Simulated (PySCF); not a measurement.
# Scandium: a sound run and one with changed settings

Sound run: Sc⁺ [Ar] 3d1 4s1, Sc²⁺ [Ar] 3d1. Computed with PySCF 2.14 in x2c-TZVPall (6s5p4d1f, 48 functions), with scalar relativity by spin-free X2C-1e. The sound run starts from symmetry-adapted Hartree-Fock orbitals and uses a fine grid where one is needed.

A second run was set up differently.

| species | method | sound run (hartree) | changed run (hartree) | converged |
| --- | --- | --- | --- | --- |
| Sc⁺ | UHF | -763.07766 | -763.07766 | yes |
| Sc⁺ | r2SCAN | -763.90191 | -763.89421 | no |
| Sc⁺ | M06-L | -763.88095 | -763.90123 | yes |
| Sc²⁺ | UHF | -762.62829 | -762.62829 | yes |
| Sc²⁺ | r2SCAN | -763.42334 | -763.41901 | yes |
| Sc²⁺ | M06-L | -763.43655 | -763.43522 | yes |

Ionisation energy of Sc⁺:

| method | sound run (eV) | changed run (eV) |
| --- | --- | --- |
| UHF | 12.228 | 12.228 |

(1) What was changed?
A. too few SCF iterations
B. a valence shell is frozen
C. angular grid far too coarse
D. level shift left on

Results:

(1) C. It used 14 angular points. A coarse angular grid integrates products of high-l functions wrongly, so density functionals can shift, and the SCF can exploit the error; Hartree-Fock and MP2 need no grid.
